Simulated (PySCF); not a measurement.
SMILES C=C/C=C\C=C (C₆H₈), singlet (GFN2-xTB optimised geometry):

```
14

C      2.864     0.478     0.000
C      1.535     0.566     0.000
C      0.673    -0.587     0.000
C     -0.673    -0.587     0.000
C     -1.535     0.567     0.000
C     -2.863     0.478     0.000
H      3.366    -0.475     0.000
H      3.494     1.351     0.000
H      1.068     1.541     0.000
H      1.186    -1.541     0.000
H     -1.186    -1.541     0.000
H     -1.068     1.541     0.000
H     -3.365    -0.476     0.000
H     -3.494     1.351     0.000
```

Method: B3LYP/def2-TZVP (PySCF).

Q: What are the frontier orbital energies and the dipole moment?

A: HOMO-2 -9.29 eV, HOMO-1 -8.15 eV, HOMO -6.07 eV, LUMO -1.54 eV, LUMO+1 0.24 eV; dipole moment 0.05 D.

Meta-Löwdin charges at B3LYP/def2-TZVP: C1 -0.25, C2 -0.10, C3 -0.11, C4 -0.11, C5 -0.10, C6 -0.25, H7 0.12, H8 0.12, H9 0.11, H10 0.11, H11 0.11, H12 0.11, H13 0.12, H14 0.12.
